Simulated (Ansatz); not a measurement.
Consider the formal exchange of groups at a C–C bond: `CC1(C)CO1` + `OB(O)[Te][SiH3]` → `C[SiH2][Te]B(O)O` + `CC1CO1`.

Isolated molecules relaxed with PBE0-D4/def2-TZVP in Ansatz; ΔE leaves out vibrations. CCSD(T)/CBS adds triple-zeta CCSD(T) − MP2 to the extrapolated MP2 energy (def2 sets, frozen cores). Functionals use def2-TZVPP. B3LYP here is the variant with VWN-RPA as its local correlation; programs differ in this. def2 core potentials past Kr. For Te outer-core shells are correlated without core-valence functions, which leaves a few kJ/mol of doubt a bond. Each species was taken in one conformer, which may not be the lowest.

`CC1(C)CO1`:

```xyz
13

C    -0.641    1.121    0.651
C    -0.019   -0.128    0.099
C     1.386    0.007   -0.414
C    -0.873   -1.200   -0.407
O    -0.261   -1.305    0.869
H    -1.645    0.919    1.026
H    -0.039    1.513    1.475
H    -0.703    1.896   -0.118
H     1.430    0.723   -1.238
H     1.763   -0.954   -0.764
H     2.047    0.367    0.380
H    -0.491   -1.882   -1.164
H    -1.954   -1.077   -0.395
```

`OB(O)[Te][SiH3]`:

Z-matrix (Å, degrees):
```
Si
Te 1 2.486
H 1 1.483 2 109.8
H 1 1.495 2 109.1 3 118.4
H 1 1.484 2 112.7 3 -122.1
B 2 2.197 1 95.6 3 -140.2
O 6 1.353 2 114.2 1 -173.1
O 6 1.355 2 125.5 1 7.7
H 7 0.963 6 112.1 2 -178.2
H 8 0.962 6 114.5 2 2.1
```

`C[SiH2][Te]B(O)O`:

Cartesian coordinates in Å:
```
C -1.148 2.568 0.108
Si -0.718 0.778 0.438
Te 1.055 0.115 -1.199
B 1.176 -1.926 -0.424
O 0.372 -2.271 0.610
O 2.027 -2.853 -0.943
H -1.524 2.698 -0.908
H -0.275 3.210 0.238
H -1.923 2.900 0.805
H -1.906 -0.093 0.253
H -0.200 0.606 1.818
H 0.498 -3.187 0.879
H 2.567 -2.543 -1.672
```

`CC1CO1`:

Cartesian coordinates in Å:
```
C 0.641 -0.537 -0.927
C 0.317 0.003 0.429
C -0.935 0.695 0.712
O -0.731 -0.641 1.139
H -0.275 -0.749 -1.483
H 1.237 0.182 -1.495
H 1.215 -1.463 -0.847
H 1.174 0.252 1.055
H -1.661 0.821 -0.089
H -0.982 1.436 1.506
```

Question: Is it downhill or uphill in electronic energy at CCSD(T)/CBS, and by how much? (Best estimate.)

Answer: Ansatz gave: Downhill: ΔE = -6.4 kcal/mol.

Question: What do these levels give: B3LYP-D4, ωB97X-V, PBE, r2SCAN, PBE0, HF/def2-TZVPP, MP2/def2-TZVPP, SCS-MP2/def2-TZVPP, CCSD(T)/def2-TZVPP, SCS-MP2/def2-QZVPP, MP2/CBS(def2), CCSD/CBS(def2)? (Estimate.)

Answer: Ansatz gave: B3LYP-D4 -6.3, ωB97X-V -6.0, PBE -6.1, r2SCAN -6.5, PBE0 -6.3, HF/def2-TZVPP -7.0, MP2/def2-TZVPP -6.5, SCS-MP2/def2-TZVPP -6.3, CCSD(T)/def2-TZVPP -5.9, SCS-MP2/def2-QZVPP -6.6, MP2/CBS(def2) -7.0, CCSD/CBS(def2) -6.7 kcal/mol.

Largest T1 diagnostic among the species: 0.012.
